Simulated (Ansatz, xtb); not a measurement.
## Two isomers of C5H5FS

Structure a: `Cc1csc(F)c1`, a singlet. Structure b: `Cc1cscc1F`, a singlet. Both are isolated molecules in the gas phase, relaxed with r2SCAN-D4/def2-SVP.

a (Å):

```yaml
atoms:
  - { symbol: C, position_ang: [-1.0608, -1.2460, -0.4390] }
  - { symbol: C, position_ang: [-0.6779, -0.9441, 0.9776] }
  - { symbol: C, position_ang: [0.4764, -1.3894, 1.5803] }
  - { symbol: C, position_ang: [-0.9000, -0.0338, 3.0959] }
  - { symbol: C, position_ang: [-1.4812, -0.1520, 1.8644] }
  - { symbol: F, position_ang: [-1.3730, 0.6269, 4.1434] }
  - { symbol: S, position_ang: [0.6179, -0.8636, 3.2270] }
  - { symbol: H, position_ang: [-2.0201, -1.7877, -0.4857] }
  - { symbol: H, position_ang: [-0.2981, -1.8633, -0.9347] }
  - { symbol: H, position_ang: [-1.1829, -0.3200, -1.0248] }
  - { symbol: H, position_ang: [1.2642, -2.0055, 1.1461] }
  - { symbol: H, position_ang: [-2.4379, 0.3078, 1.6102] }
```

b (Å):

```xyz
12

C    -1.1731   -1.0453   -0.4241
C    -0.7170   -0.9937    0.9991
C     0.0522   -1.9263    1.6584
C    -0.5428   -0.0309    3.1549
C    -1.0421    0.0803    1.8825
F    -1.7859    1.1102    1.4641
S     0.3597   -1.4922    3.3009
H    -0.8114   -1.9540   -0.9247
H    -2.2734   -1.0303   -0.4881
H    -0.8086   -0.1714   -0.9885
H     0.4578   -2.8556    1.2574
H    -0.6627    0.6610    3.9868
```

Energies in hartree; the thermal terms are from GFN2-xTB frequencies at re-optimised GFN2-xTB minima (ideal gas, soft modes damped towards free rotors, one conformer each, 298.15 K, 1 atm) and include the zero-point energy:

```
                              a           b
E, CCSD(T)/def2-SVP  −689.897013  −689.903409
    E, MP2/def2-SVP  −689.814239  −689.821243
  E, MP2/def2-TZVPP  −690.539698  −690.547084
  zero-point energy     0.084478     0.084324
       H(298 K) − E     0.092248     0.092140
       G(298 K) − E     0.053271     0.052958
```

Correct the CCSD(T) difference for the basis set by the MP2 change, then work out ΔE, ΔE₀, ΔH and ΔG for a → b in kcal/mol (1 Eh = 627.51 kcal/mol) and the equilibrium ratio [b]/[a].

1. Differences b − a: CCSD(T) −0.006396, MP2 in the small set −0.007004, MP2 in the large set −0.007386 Eh.
2. ΔE = −0.006396 + (−0.007386 − (−0.007004)) = −0.006778 Eh = −4.25 kcal/mol.
3. ΔE₀ = ΔE + ΔZPE = −0.006778 + (−0.000154) Eh = −4.35 kcal/mol.
4. ΔH = ΔE + (−0.000108) Eh = −4.32 kcal/mol.
5. ΔG = ΔE + (−0.000313) Eh = −4.45 kcal/mol, so ΔS = (ΔH − ΔG)/T = +1.8 J/(mol K).
6. kT = 0.9442 mEh, so K = [b]/[a] = exp(−ΔG/kT) = exp(+7.51) ≈ 1.8 × 10^3.

Structure b is favoured at this temperature. An error of 1 kcal/mol in ΔG would change K by a factor of 5.4. HF/STO-3G found them nearly level. Mirror images and further conformers aren't counted.

As drawn, both hold the same kinds of bond in the same numbers.

Other levels gave ΔE = −2.0 (GFN2-xTB); +0.5 (HF/STO-3G, GFN2-xTB geometries); −4.2 (r2SCAN-D4/def2-SVP//GFN2-xTB); −4.2 (r2SCAN-D4/def2-SVP); −4.5 (HF/def2-SVP); −4.4 (MP2/def2-SVP); −4.0 (CCSD(T)/def2-SVP) kcal/mol. The correlated steps freeze 11 core orbitals. Programs: Ansatz 0.2.0, xtb 6.7.1.
